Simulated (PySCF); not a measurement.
CH₈GeSi, SMILES C[SiH2][GeH3] (GFN2-xTB optimised geometry):

```
11

C      1.665    -1.126     0.000
Si    -0.232    -1.126     0.000
Ge    -1.011     1.081     0.000
H      2.055    -0.616    -0.877
H      2.066    -2.136     0.001
H      2.054    -0.615     0.877
H     -0.721    -1.838    -1.187
H     -0.721    -1.837     1.188
H     -1.643     1.552    -1.278
H      0.027     2.136     0.259
H     -2.066     1.399     1.020
```

Calculation: PySCF 2.14.0 with B3LYP/def2-TZVP.

**Question.** What are the frontier orbital energies and the dipole moment?

**Answer.** HOMO-2 -8.93 eV, HOMO-1 -8.86 eV, HOMO -8.09 eV, LUMO -0.19 eV, LUMO+1 0.21 eV; dipole moment 1.17 D.

Meta-Löwdin charges at B3LYP/def2-TZVP: C1 -0.57, Si2 0.46, Ge3 0.09, H4 0.13, H5 0.13, H6 0.13, H7 -0.10, H8 -0.10, H9 -0.05, H10 -0.06, H11 -0.05.
